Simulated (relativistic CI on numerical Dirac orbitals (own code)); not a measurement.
## What each ingredient does to the levels of Hg³⁹⁺

Base calculation: Dirac-Coulomb-Breit CI, KLI orbitals optimised for each configuration, model QED, unscaled Slater integrals.

CI space (outside the closed core [Ar] 3d10): 4s2 4p6 4d5, 4s2 4p6 4d4 4f, 4s2 4p5 4d6, 4s 4p6 4d6, 4s2 4p5 4d5 4f, 4s 4p6 4d5 4f, 4s2 4p6 4d4 5s, 4s2 4p6 4d3 4f 5s, 4s2 4p6 4d4 5p, 4s2 4p6 4d4 5d, 4s2 4p5 4d5 5s, 4p6 4d6 4f, 4s2 4p6 4d4 5f, 4s2 4p6 4d3 5s 5p, 4s 4p6 4d4 4f 5s, 4s2 4p6 4d4 5g, 4s2 4p6 4d4 6s, 4p6 4d7, 4p5 4d8, 4p5 4d7 4f, 4s2 4p6 4d3 5s2, 4s2 4p6 4d2 4f 5s2, 4s2 4p5 4d3 4f 5s2, 4s 4p6 4d3 4f 5s2. Double excitations out of closed p, d and f shells are left out; levels of such configurations are missing from the list, as are those of other unlisted configurations, and high levels can miss mixing partners. These lack a partner that the ground configuration has and come out too high: 4s2 4p5 4d5 5s.

Variants: (1) Breit term removed; (2) only the first configuration. Shifts of the energy above 4s2 4p6 4d5 4P_5/2, in cm⁻¹, for the lowest level and the first level of each name with at least 55 % of one term (blank where a level changes its place among those of its configuration and J or its character, or is not in the variant):

```
               Level     Base    Δ(1)   Δ(2)
  4s2 4p6 4d5 4P_5/2        0       0      0
  4s2 4p6 4d5 2D_3/2   330706   +4291  -3234
  4s2 4p6 4d5 4G_9/2   418484   +9774       
 4s2 4p6 4d5 2I_13/2   431183  +11579  +7481
  4s2 4p6 4d5 4D_1/2   433315   +8200  +3107
  4s2 4p6 4d5 2G_7/2   474040   +9814  +5390
  4s2 4p6 4d5 4F_5/2   483789   +8390   -375
  4s2 4p6 4d5 2P_3/2   594776   +8227  +1868
4s2 4p5 4d6 4H°_13/2  1899061  +15466       
4s2 4p5 4d6 4I°_15/2  1941186  +16403
```

At this charge energies of transitions that change n are usually good to better than 1 %, and those within a shell (Δn = 0) to a few per cent. Terms inside the open d or f shell come out 10 to 20 % too wide with unscaled integrals.

Ionisation energy from the two ground configurations alone: base 1838.72 eV; Breit term removed 1839.44 eV. The NIST ASD value (theoretical) is 1839 eV.

LS names give the leading component of a level, which can be under half, so a name can repeat, a term be missing and a line seem to break the LS rules.
